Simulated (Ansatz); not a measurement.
Ansatz (an electronic-structure program) input:

Ansatz 0.2 input:
```yaml
crystal:
  periodic: [false, false, false]
  atoms:
    - {symbol: C, position_ang: [-2.03799031, -0.17859522, 0.05529309]}
    - {symbol: N, position_ang: [-0.59676703, -0.31352537, 0.06389932]}
    - {symbol: C, position_ang: [0.12109117, -1.49488168, 0.07021895]}
    - {symbol: C, position_ang: [1.45445993, -1.18723616, -0.01327182]}
    - {symbol: C, position_ang: [1.57744507, 0.23250571, -0.08050696]}
    - {symbol: C, position_ang: [0.29812134, 0.70794656, -0.03421215]}
    - {symbol: F, position_ang: [-0.15816520, 1.96362374, -0.06588399]}
    - {symbol: H, position_ang: [-2.42552333, -0.10008539, -0.96286475]}
    - {symbol: H, position_ang: [-2.32956565, 0.71072417, 0.61073216]}
    - {symbol: H, position_ang: [-2.47582182, -1.05147937, 0.53518574]}
    - {symbol: H, position_ang: [-0.38713167, -2.44069806, 0.13828901]}
    - {symbol: H, position_ang: [2.26489250, -1.89617548, -0.01628224]}
    - {symbol: H, position_ang: [2.47524255, 0.82134283, -0.14452612]}
basis:
  gaussian:
    orbitals: def2-TZVPD
hamiltonian:
  xc: {name: PBE0}
total_charge: -1
magnetization: {spin_polarized: true, initial_magnetization: 1}
```

Task: Predict the final energy.

Result: -348.41876 Eh (PBE0/def2-TZVPD). The basis has 316 functions.

This state (charge -1, doublet) is run at the relaxed geometry of the species with charge 0 and multiplicity 1.
